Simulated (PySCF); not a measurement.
## C₆ coefficients of unlike pairs at CAM-B3LYP

Calculated with PySCF 2.14 from the dipole response of each species, C₆(A,B) = (3/π) ∫ α_A(iu) α_B(iu) du, in atomic units, from isotropic polarisabilities. For ions this is the dispersion term alone; charge-induced terms of lower order in 1/R come first.

```csv
species,configuration,basis,relativity,α (bohr³),C₆ (like pair)
Kr³⁺,[Ar] 3d10 4s2 4p3 (4S),aug-cc-pVQZ-PP with ECP10MDF (7s6p5d3f2g),core potential,5.445,21.10
I,[Kr] 4d10 5s2 5p5 (2P),aug-cc-pwCVTZ-DK3 (10s9p7d4f1g),spin-free X2C,32.68,355.3
Bi²⁺,[Xe] 4f14 5d10 6s2 6p1 (2P),aug-cc-pVQZ-PP with ECP60MDF (7s7p5d3f2g),core potential,15.93,115.6
Sn,[Kr] 4d10 5s2 5p2 (3P),"aug-cc-pVTZ-PP with one added diffuse shell each of d, f type with ECP28MDF (6s5p5d3f)",core potential,56.45,599.5
```

(1) Estimate C₆ for I with Kr³⁺.

No spin-orbit coupling is included.

The other pairs:

```
      pair     C₆
  Sn, Kr³⁺  95.98
   Bi²⁺, I  199.8
     Sn, I  447.7
Bi²⁺, Kr³⁺  48.74
  Sn, Bi²⁺  242.9
```

Answers

(1) The integral gives 82.15. The combination rule 2 C_A C_B / (C_A α_B/α_A + C_B α_A/α_B) gives 80.68 and the geometric mean 86.59.
